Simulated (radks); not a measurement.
Valence configurations of Cd3+ (all share [Kr]). Calculated with a radial shooting solver on a logarithmic mesh with Libxc functionals: scalar-relativistic Kohn-Sham, LDA (Slater exchange, Perdew-Wang correlation), spin-polarised, spherical densities, finite nucleus; open shells are filled with parallel spins first (spin-orbit coupling, left out, can overturn this in heavy ions); Fermi nuclear charge, rms radius 4.6087 fm. Energies are relative to 4d9; eigenvalues in eV for spin up.

valence          E (eV)  moment (Bohr magnetons)    e(4d)    e(5p)    e(5s)
4d9               0.000                        1  -46.412        -        -
4d8 5p1          22.228                        3  -52.684  -27.499        -
4d7 5p2          47.005                        5  -58.922  -29.882        -
4d8.5 5p0.5      10.831                        2  -49.557  -26.140        -
4d8 5s1          13.538                        3  -51.520        -  -35.444
4d7 5s1 5p1      37.770                        5  -57.813  -29.269  -38.472
4d6.5 5s0.5 5p2  55.668                        6  -61.503  -30.693  -40.210
4d6 5s1 5p2      64.773                        7  -64.105  -31.481  -41.244
4d5 5s2 5p2      88.264                        7  -69.389  -32.643  -42.860
4d3 5s2 5p4      172.10                        5  -80.958  -36.067  -47.263

NIST lists [Kr] 4d9 as the ground configuration; this level of theory agrees among the configurations tried. The energies are those of spherical high-spin densities, not of single terms.
